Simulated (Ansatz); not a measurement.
`N=[C](F)[GeH3]` + CH₃SH → `C[S][GeH3]` + `N=CF` at 600 K and 1 bar (ligand exchange at a Ge–C bond).

Gas-phase electronic energies from Ansatz, PBE0-D4/def2-TZVP geometries. CCSD(T)/CBS is the MP2 limit (def2-TZVPP, def2-QZVPP) plus CCSD(T) − MP2 in def2-TZVPP, frozen cores. This one scheme is used for every species. For Ge outer-core shells are correlated without core-valence functions, which leaves a few kJ/mol of doubt a bond. Scalar relativity is left out up to krypton. Each species was taken in one conformer, which may not be the lowest.

```tsv
species	CCSD(T)/CBS energy (Eh)	H − E (kJ/mol)	S (J/(mol·K))
`N=[C](F)[GeH3]`	-2271.02746	172.3	392.5
CH₃SH	-438.22835	152.3	296.8
`C[S][GeH3]`	-2515.55711	214.7	400.2
`N=CF`	-193.72220	115.2	286.5
```

H − E and S are ideal-gas, rigid-rotor, harmonic terms from PBE0-D4/def2-TZVP, for one conformer and one mirror image of each species. 1 Eh = 2625.50 kJ/mol, R = 8.31446 J/(mol·K).

Problem. By hand: ΔE, ΔH, ΔS and ΔG.

Solution. ΔE = (-2515.55711) + (-193.72220) − (-2271.02746) − (-438.22835) = -0.02350 Eh = -61.7 kJ/mol. Δ(H − E) = 214.7 + 115.2 − 172.3 − 152.3 = 5.3, so ΔH = -56.4 kJ/mol. ΔS = 400.2 + 286.5 − 392.5 − 296.8 = -2.6 J/(mol·K). ΔG = -56.4 − 600 × (-2.6)/1000 = -54.8 kJ/mol.

Problem. By hand: the equilibrium constant, and the temperature at which ΔG would vanish if ΔH and ΔS stayed fixed.

Solution. log₁₀ K = −ΔG/(RT ln 10) = 4.8. ΔG = 0 at ΔH/ΔS = 21692 K, far beyond where these terms or the molecules hold.

The number of gas molecules stays the same, so ΔS is small and ΔH decides. A doubt of 5 kJ/mol in ΔE shifts log₁₀ K by 0.4 here. Other conformers and mirror images would add mixing entropy, several J/(mol·K) or more a flexible species. These are equilibria of isolated gas molecules and say nothing of rates. Largest T1 diagnostic: 0.013 (customary marks: 0.02 for closed shells, 0.045 for open ones).
